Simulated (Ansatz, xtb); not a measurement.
Stretching the Mg1–F3 bond in FHMg (SMILES [F][MgH]) (multiplicity 1 held, fragments rigid). Energies count from the point at 1.761 Å.
Geometry at that point (charge 0, multiplicity 1):
```xyz
3

Mg     0.0000     0.0000    -0.6440
H      0.0000     0.0000    -2.3255
F      0.0000     0.0000     1.1170
```

R- and RO- levels are restricted; in cc, def2 and unpolarised 6-31G sets they are followed outwards from rest. U- levels take the lowest unrestricted solution at each point, which mixes spins at long bonds. Left out are points that failed, MP2 points in a non-variational dive below the minimum, coupled-cluster points behind a sign of a changed root (a jump of the amplitudes, or a one-step jump against full CI or MRCI), small-basis points behind a change of solution, and semi-empirical points at long bonds. Levels need not reach the same state.

Cores are frozen in the correlated methods.

Codes used: Ansatz (a first-principles code) with Gaussian orbitals; xtb for the GFN methods.  The GFN methods have no spin term and hold the electronic entropy of 300 K.

Energies in eV.

| R (Å) | GFN2-xTB | U-HF/def2-SVPD | U-MP2/def2-SVPD | U-SCS-MP2/def2-SVPD | R-CCSD(T)/def2-SVPD | R-CCSDT/def2-SVPD |
|---|---|---|---|---|---|---|
| 1.409 | 1.35 | 2.56 | 2.85 | 2.83 | 2.82 | 2.82 |
| 1.585 | 0.08 | 0.43 | 0.57 | 0.56 | 0.55 | 0.55 |
| 1.761 | 0.00 | 0.00 | 0.00 | 0.00 | 0.00 | 0.00 |
| 1.937 | 0.27 | 0.28 | 0.16 | 0.17 | 0.17 | 0.17 |
| 2.113 | 0.65 | 0.83 | 0.61 | 0.63 | 0.63 | 0.63 |
| 2.377 | 1.26 | 1.78 | 1.46 | 1.48 | 1.48 | 1.48 |
| 2.642 | 1.86 | 2.68 | 2.29 | 2.31 | 2.31 | 2.31 |
| 3.082 | 2.77 | 3.92 | 3.48 | 3.51 | 3.49 | 3.48 |
| 3.522 | 3.48 | 4.46 | 6.07 | 5.95 | 4.40 | 4.40 |
| 4.050 | 4.07 | 4.54 | 6.36 | 6.22 | 5.21 | 5.22 |
| 4.755 | 4.54 | 4.57 | 6.45 | 6.29 | 5.70 | 5.90 |
| 5.635 | left out | 4.58 | 6.47 | 6.31 | left out | left out |

Doubts at one or more of the structures used: a spin-contaminated determinant (U-HF/def2-SVPD, U-MP2/def2-SVPD, U-SCS-MP2/def2-SVPD); a restricted determinant that unrestricted orbitals would lower (R-CCSD(T)/def2-SVPD, R-CCSDT/def2-SVPD); T1 above 0.05 (R-CCSD(T)/def2-SVPD, R-CCSDT/def2-SVPD); other coupled-cluster roots lie near (R-CCSDT/def2-SVPD).
